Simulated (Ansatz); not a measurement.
The same path of a periodic cell of 63 atoms, Si62As (host Si, host structure diamond, dopant As, one Si atom removed), cell charge +1 was run twice with different band settings. Lost on the way: Si20–As42, Si41–As42, As42–Si43. Made: Si5–As42, Si21–As42, Si35–As42.

Level of theory: Ansatz, DFT LDA, scalar-relativistic, plane waves, PAW. Settings: PAW set soft_1, cutoff 420 eV, k mesh 1x1x1, fermi-dirac smearing 0.05 eV, no spin polarisation.

Relaxed end points:

```xyz
63
Lattice="10.8600 0.0000 0.0000 0.0000 10.8600 0.0000 0.0000 0.0000 10.8600" Properties=species:S:1:pos:R:3
Si 5.415 0.005 -0.015
Si 6.759 1.365 1.350
Si 8.141 2.723 -0.006
Si 9.486 4.078 1.368
Si 8.142 0.050 2.667
Si 9.474 1.331 4.095
Si -0.025 0.009 0.003
Si 1.338 1.358 1.355
Si 2.703 2.718 -0.002
Si 4.064 4.083 1.356
Si 5.412 5.447 0.003
Si 6.798 6.808 1.388
Si 8.140 8.140 0.003
Si 9.475 9.480 1.387
Si 2.690 0.005 2.711
Si 4.058 1.363 4.052
Si 5.418 2.730 2.711
Si 6.782 4.067 4.078
Si 8.139 5.441 2.744
Si 9.493 6.788 4.115
Si 5.380 0.038 5.424
Si 6.798 1.326 6.766
Si 8.140 2.715 5.437
Si 9.503 4.062 6.798
Si 8.139 -0.030 8.134
Si 9.484 1.347 9.497
Si -0.007 5.428 0.008
Si 1.346 6.797 1.366
Si 2.703 8.143 -0.005
Si 4.060 9.523 1.356
Si -0.024 2.711 2.707
Si 1.351 4.073 4.078
Si 2.711 5.447 2.704
Si 4.091 6.808 4.094
Si 5.381 8.150 2.679
Si -0.019 -0.028 5.434
Si 1.346 1.349 6.778
Si 2.703 2.722 5.434
Si 4.075 4.077 6.780
Si 5.449 5.442 5.433
Si 6.821 6.790 6.784
As 7.996 8.290 5.288
Si 9.496 9.460 6.789
Si 2.711 0.010 8.127
Si 4.061 1.359 9.493
Si 5.413 2.710 8.129
Si 6.786 4.073 9.502
Si 8.155 5.429 8.146
Si 9.501 6.779 9.514
Si -0.017 8.141 2.744
Si 1.354 9.499 4.078
Si -0.007 5.426 5.448
Si 1.358 6.777 6.797
Si 2.706 8.139 5.437
Si 4.093 9.481 6.767
Si -0.006 2.707 8.148
Si 1.351 4.070 9.507
Si 2.714 5.427 8.148
Si 4.074 6.797 9.497
Si 5.451 8.142 8.134
Si 6.782 9.499 9.509
Si -0.004 8.125 8.151
Si 1.352 9.497 9.503
```

```xyz
63
Lattice="10.8600 0.0000 0.0000 0.0000 10.8600 0.0000 0.0000 0.0000 10.8600" Properties=species:S:1:pos:R:3
Si 5.418 0.012 -0.014
Si 6.762 1.358 1.357
Si 8.149 2.707 0.008
Si 9.515 4.082 1.371
Si 8.101 -0.004 2.719
Si 9.471 1.353 4.062
Si -0.008 -0.008 -0.002
Si 1.345 1.364 1.351
Si 2.709 2.721 -0.006
Si 4.066 4.085 1.351
Si 5.438 5.438 -0.002
Si 6.777 6.819 1.362
Si 8.139 8.151 -0.008
Si 9.471 9.513 1.362
Si 2.701 0.012 2.703
Si 4.072 1.358 4.047
Si 5.418 2.729 2.703
Si 6.781 4.073 4.066
Si 8.115 5.454 2.722
Si 9.571 6.719 4.028
Si 5.434 -0.004 5.386
Si 6.777 1.353 6.756
Si 8.139 2.723 5.424
Si 9.500 4.067 6.785
Si 8.115 -0.007 8.121
Si 9.515 1.344 9.493
Si -0.004 5.434 -0.001
Si 1.348 6.775 1.371
Si 2.723 8.141 0.008
Si 4.072 9.528 1.357
Si -0.008 2.717 2.723
Si 1.373 4.057 4.075
Si 2.713 5.438 2.723
Si 4.077 6.819 4.062
Si 5.434 8.189 2.719
Si -0.024 -0.007 5.400
Si 1.348 1.344 6.800
Si 2.723 2.707 5.434
Si 4.086 4.082 6.800
Si 5.437 5.454 5.400
Si 6.743 6.719 6.856
As 6.938 9.352 4.223
Si 9.571 9.547 6.856
Si 2.713 -0.008 8.137
Si 4.066 1.364 9.490
Si 5.438 2.717 8.137
Si 6.790 4.057 9.518
Si 8.156 5.423 8.152
Si 9.500 6.790 9.508
Si -0.024 8.175 2.722
Si 1.357 9.509 4.066
Si 0.007 5.423 5.441
Si 1.363 6.790 6.785
Si 2.707 8.151 5.424
Si 4.077 9.513 6.756
Si -0.004 2.716 8.141
Si 1.356 4.074 9.501
Si 2.714 5.434 8.141
Si 4.086 6.775 9.493
Si 5.437 8.175 8.121
Si 6.781 9.509 9.502
Si 0.007 8.134 8.152
Si 1.373 9.500 9.518
```

Common settings: spring 5.0 eV/Å²; optimiser quadratic models (default); end points relaxed.

| run | movable images | climbing image | start path | force threshold | iteration limit |
| --- | --- | --- | --- | --- | --- |
| 1 | 5 | yes | IDPP | 0.03 eV/Å | 80 |
| 2 | 6 | from the first iteration | default | 0.05 eV/Å | 50 |

Q: What does each run give, and how far can it be trusted?

A: Run 1: converged after 4 iterations, highest image 0.693 eV above the first end. By the program's own check the climbing image is a first-order saddle point (lowest curvatures found: -4.04 and 0.15 eV/Å²).
Run 2: converged after 3 iterations, highest image 0.693 eV above the first end. The order of the point at the top wasn't checked.
Limits of this set-up: coarse k mesh, PAW files made for another functional, no spin, though dangling bonds at a vacancy may carry it, a typed lattice constant that wasn't relaxed here, charged cell in a uniform background, uncorrected.
